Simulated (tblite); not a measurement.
Compound: C12H8OS2.
SMILES with atom numbers: `[O:1]=[c:2]1[cH:3][cH:4][c:5](-[c:6]2[cH:7][cH:8][cH:9][s:10]2)[cH:11][cH:12][c:13]1[CH:14]=[S:15]` (hydrogens: H16 on C3; H17 on C4; H18 on C7; H19 on C8; H20 on C9; H21 on C11; H22 on C12; H23 on C14)

Geometry (GFN2-xTB, Å), atoms numbered from 1 in this order:
```xyz
23
C12H8OS2 angstrom
O      3.4503    2.0013    0.1239
C      2.5668    1.1706   -0.0230
C      1.3815    1.5117   -0.8084
C      0.1314    1.0102   -0.8106
C     -0.4206   -0.0669   -0.0423
C     -1.8589   -0.1979   -0.0388
C     -2.8111    0.7326   -0.3881
C     -4.1282    0.2711   -0.2355
C     -4.1849   -1.0106    0.2198
S     -2.6316   -1.6735    0.4868
C      0.3331   -1.0061    0.6317
C      1.7198   -1.1059    0.7577
C      2.7255   -0.2057    0.4859
C      4.0854   -0.5753    0.7434
S      4.5986   -2.0269    1.2885
H      1.5716    2.3678   -1.4462
H     -0.5725    1.4943   -1.4750
H     -2.5824    1.7303   -0.7166
H     -4.9982    0.8631   -0.4558
H     -5.0529   -1.6070    0.4201
H     -0.2228   -1.8101    1.1004
H      2.0723   -2.0351    1.1975
H      4.8231    0.1950    0.5407
```

Method: GFN2-xTB as coded in tblite; computed harmonic values from a numerical Hessian at the method's own geometry, unscaled. Against measured fundamentals such values can be off by several per cent, at times by over 20. One conformer, not necessarily the lowest.

Harmonic wavenumbers (cm⁻¹): 26.5, 39.9, 54.3, 104.0, 114.1, 153.9, 171.0, 238.7, 278.0, 304.8, 311.4, 324.7, 374.9, 419.3, 454.3, 499.6, 526.8, 551.9, 589.6, 639.4, 677.2, 718.3, 735.2, 743.6, 749.0, 806.2, 813.6, 827.8, 839.8, 849.0, 854.7, 860.6, 918.8, 938.9, 954.9, 995.8, 1077.3, 1094.8, 1107.0, 1180.0, 1207.2, 1237.6, 1239.1, 1272.1, 1274.6, 1338.3, 1353.3, 1370.3, 1408.0, 1423.3, 1494.9, 1523.3, 1559.4, 1618.3, 1655.0, 3004.2, 3012.2, 3047.5, 3048.2, 3065.4, 3130.4, 3139.7, 3165.5.

A = 1101, B = 236.4, C = 196.2 MHz; mass 232.002 u (most abundant isotopes); point group C1, symmetry number 1.

Zero-point energy?

½Σν̃ = 34754 cm⁻¹ = 415.75 kJ/mol.

What is S at 500 K and 1 bar for an ideal gas of classical rigid rotors and harmonic oscillators?

Translation 187.53, rotation 144.98, vibration 307.31: S = 639.8 J/(mol K).

And Cp and H(500 K) − H(0)?

Cp = 324.19 J/(mol K), of which vibrations give 290.93 (their classical limit is 63 R = 523.8); H(500 K) − H(0) = 93.42 kJ/mol without the zero-point energy, 76.79 from vibrations.

Which modes carry the vibrational entropy at 500 K?

26.5 cm⁻¹: 29.72; 39.9 cm⁻¹: 26.32; 54.3 cm⁻¹: 23.76; 104.0 cm⁻¹: 18.38; 114.1 cm⁻¹: 17.61; 153.9 cm⁻¹: 15.15 J/(mol K); the other 57 give 176.38 together.

Blend soft modes into free rotors: weight 1/[1 + (100 cm⁻¹/ν̃)⁴] for the oscillator and the rest for a rotor with moment μB/(μ + B), μ = h/(8π²ν), B = 10⁻⁴⁴ kg m². What vibrational entropy results?

278.24 J/(mol K) in place of 307.31, which changes −T·S at 500 K by +14.53 kJ/mol.

Hindered rotation and anharmonicity are outside this model. Other conformers, if any are populated, would add a mixing term that is left out. The structure is chiral; the term R ln 2 for an equal mix with its mirror image is left out.

On an Arm Neoverse V2 with one thread, shared host, this took 1.6 s of wall time. The figure is for the frequency step alone.
